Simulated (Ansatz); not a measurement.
Consider the formal exchange of groups at the Se–Sn bond: `[SeH][SnH3]` + `[CH3][GeH2][Cl]` → `[CH3][GeH]([Cl])[SeH]` + `[SnH4]`.

Program: Ansatz. Geometries: PBE0-D4/def2-TZVP. ΔE: electronic, gas phase. CBS: MP2 limit from def2 TZ/QZ plus the TZ coupled-cluster correction, frozen cores. DFT in def2-TZVPP. HSE06 is defined as in plane-wave codes. Elements past krypton have def2 core potentials. For Ge, Se, Sn outer-core shells are correlated without core-valence functions, which leaves a few kJ/mol of doubt a bond. Scalar relativity is left out up to krypton. Each species was taken in one conformer, which may not be the lowest.

`[SeH][SnH3]`:

Z-matrix (Å, degrees):
```
Sn
Se 1 2.533
H 1 1.702 2 104.9
H 1 1.705 2 109.7 3 119.5
H 1 1.705 2 109.7 3 -119.5
H 2 1.469 1 92.3 3 179.8
```

`[CH3][GeH2][Cl]`:

Z-matrix (Å, degrees):
```
C
Ge 1 1.940
H 1 1.090 2 109.8
H 1 1.090 2 109.8 3 120.0
H 1 1.092 2 109.9 3 -120.0
Cl 2 2.165 1 107.5 3 -59.9
H 2 1.536 1 112.8 3 56.8
H 2 1.536 1 112.8 3 -176.6
```

`[CH3][GeH]([Cl])[SeH]`:

Cartesian coordinates in Å:
```
C 0.360 1.130 -0.393
Ge -0.552 -0.576 -0.261
Cl 0.586 -1.977 -1.457
Se -0.708 -1.334 1.953
H -0.185 1.884 0.176
H 1.369 1.034 0.009
H 0.420 1.429 -1.439
H -1.983 -0.593 -0.816
H 0.694 -0.996 2.229
```

`[SnH4]`:

```xyz
5

Sn    0.000    0.000    0.000
H    -0.635    1.580   -0.038
H    -1.197   -1.080    0.552
H     1.338   -0.049    1.053
H     0.494   -0.451   -1.567
```

| species | HSE06-D4 energy (Eh) |
| --- | --- |
| `[SeH][SnH3]` | -2617.98390 |
| `[CH3][GeH2][Cl]` | -2577.92167 |
| `[CH3][GeH]([Cl])[SeH]` | -4979.23787 |
| `[SnH4]` | -216.66416 |

(1) Work out ΔE.

(2) What do rigid-rotor, harmonic-oscillator terms from PBE0-D4/def2-TZVP frequencies (298.15 K, 1 bar) make of the CCSD(T)/CBS value? (An estimate is asked.)

Largest T1 diagnostic among the species: 0.013.

Results:

(1) ΔE = (-4979.23787) + (-216.66416) − (-2617.98390) − (-2577.92167) = 0.00354 Eh = +9.3 kJ/mol. CCSD(T)/CBS gives +16.5 kJ/mol.

(2) Ansatz gave: ΔZPE = -3.6 kJ/mol, ΔH = +14.3 kJ/mol, ΔS = -27 J/(mol·K), ΔG = +22.4 kJ/mol.

In def2-TZVPP, CCSD(T) changes the Hartree–Fock value by −13.4 kJ/mol (the triples alone add −1.9 kJ/mol) and MP2 by −13.3 kJ/mol. The D4 term adds −5.1 kJ/mol with B3LYP and −2.9 kJ/mol with PBE0; it sums over pairs of atoms, weighted by their polarisabilities, and B3LYP, whose exchange is more repulsive, gets the larger term. At CCSD(T), def2-SVP lies −4.8 kJ/mol from the extrapolated value and def2-TZVPP −10.1 kJ/mol.

B3LYP here is the variant with VWN-RPA as its local correlation; programs differ in this.
